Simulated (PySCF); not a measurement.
BeClHS, SMILES [SH][Be][Cl]. Atoms are numbered in the order given.

```xyz
4

Be     0.0242    -0.0432     0.0000
Cl    -0.0042    -1.8514     0.0000
S      0.0777     1.8577     0.0000
H     -1.2676     1.9229     0.0000
```
Charge 0, spin multiplicity 1.

Coordinates come from a r2SCAN-D4/def2-TZVP optimisation. The values are those of a single conformer.

The numbers are results of HF/pcSseg-2 in PySCF, not measurements.

GIAO shieldings, no solvent; atoms alike by connectivity are averaged. δ = σ(ref) − σ: ³⁵Cl against HCl (σ = 947.2 ppm); ³³S against H2S (σ = 707.7 ppm); ¹H against TMS (σ = 31.98 ppm), references at their B3LYP-D3(BJ)/def2-TZVP geometries, non-relativistic (without spin–orbit terms, shifts of atoms bonded to Cl or Br come out too high).

Problem. Estimate the chemical shifts. (An estimate is asked for; the answer gives what the named calculation found.)

Solution. 
| nucleus | atoms | count | δ (ppm) |
|---|---|---|---|
| ³⁵Cl | Cl2 | 1 | -32.3 |
| ³³S | S3 | 1 | -87.6 |
| ¹H | H4 | 1 | 0.35 |
